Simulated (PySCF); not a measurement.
Screening by computed properties: pick the candidate that meets the target.

All species are isolated and taken at one optimised geometry, non-relativistic unless stated; the electronic structure was computed with PySCF and density fitting.

Dipoles, sizes and rotational constants follow the conformer. The torsions of the flexible species, by atom-mapped SMILES:
- `[CH2:1]=[N:2][C@@H:3]1[CH2:4][C@@:5]12[CH2:6][C@H:7]2[CH3:8]`: C1–N2–C3–C4 -146°
- `[NH3+:1][BH2-:2][CH2:3][OH:4]`: N1–B2–C3–O4 -48°, H–O4–C3–B2 -68°
- `[CH3:1][O:2][BH2-:3][NH3+:4]`: C1–O2–B3–N4 85°

Question: Wanted: HOMO–LUMO gap below 9 eV (CAM-B3LYP/def2-SVPD) and electronic spatial extent ⟨r²⟩ about the centre of nuclear charge below 1400 bohr² (CAM-B3LYP/def2-SVPD), at PBE0-D3(BJ)/def2-SVP geometries. Which candidate meets both?
A. `C=N[C@@H]1C[C@@]12C[C@H]2C`
B. `OC[BH2-][NH3+]`
C. `BrP(Br)Br`
D. `[H][Ga]([H])[CH3]`

Answer: D. Computed values:
```
                   species  HOMO–LUMO gap  electronic spatial extent ⟨r²⟩ about the centre of nuclear charge
                 BrP(Br)Br        7.81 eV                                                         1693 bohr²
         [H][Ga]([H])[CH3]        8.91 eV                                                          205 bohr²
            OC[BH2-][NH3+]        9.10 eV                                                          338 bohr²
C=N[C@@H]1C[C@@]12C[C@H]2C        9.37 eV                                                         1027 bohr²
```

Question: Wanted: lowest singlet excitation below 5.1 eV (TDDFT CAM-B3LYP/def2-SVPD) and dipole moment below 1 D (CAM-B3LYP/def2-SVPD), at PBE0-D3(BJ)/def2-SVP geometries. Which candidate meets both?
A. `C=N[C@@H]1C[C@@]12C[C@H]2C`
B. `BrP(Br)Br`
C. `CO[BH2-][NH3+]`
D. `[NH3+][BH2-]CO`
E. `[GaH2][CH3]`

Answer: B. Computed values:
| species | lowest singlet excitation | dipole moment |
| --- | --- | --- |
| BrP(Br)Br | 4.40 eV | 0.44 D |
| C=N[C@@H]1C[C@@]12C[C@H]2C | 5.03 eV | 1.21 D |
| [GaH2][CH3] | 5.17 eV | 0.66 D |
| CO[BH2-][NH3+] | 6.09 eV | 5.19 D |
| [NH3+][BH2-]CO | 6.20 eV | 3.68 D |

Question: Wanted: static isotropic polarisability below 70 au (CAM-B3LYP/def2-SVPD) and HOMO energy below -9 eV (CAM-B3LYP/def2-SVPD), at PBE0-D3(BJ)/def2-SVP geometries. Which candidate meets both?
A. `[H][Ga]([H])[CH3]`
B. `BrP(Br)Br`
C. `C=N[C@@H]1C[C@@]12C[C@H]2C`
D. `OC[BH2-][NH3+]`

Answer: A. Computed values:
| species | static isotropic polarisability | HOMO energy |
| --- | --- | --- |
| [H][Ga]([H])[CH3] | 44.5 au | -9.43 eV |
| OC[BH2-][NH3+] | 47.2 au | -8.48 eV |
| C=N[C@@H]1C[C@@]12C[C@H]2C | 90.2 au | -8.60 eV |
| BrP(Br)Br | 93.9 au | -9.21 eV |
